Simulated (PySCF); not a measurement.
## Stationary points of GeF4

Method: B3LYP/[Ge def2-TZVP, F def2-TZVP], no relativity, density fitting, PySCF.

Relaxations began from a few typed shapes. The search is not exhaustive: other isomers or separated fragments can lie lower, and high-lying points may rest on an excited occupation.

Q: Which is the lowest minimum found?
A. singlet Td: Ge–F 1.702 Å (×4); F–Ge–F 109.5° (×6)
B. singlet D4h: Ge–F 1.728 Å (×4); F–Ge–F 90.0° (×4), F–Ge–F 180.0° (×2)

A: A. The others lie at 185.8 (singlet D4h, a saddle point) kJ/mol above it.

Counting electrons, germanium keeps none of its valence electrons outside its bonds, so the VSEPR class is AX4 and the expected shape is tetrahedral (Td), as computed.
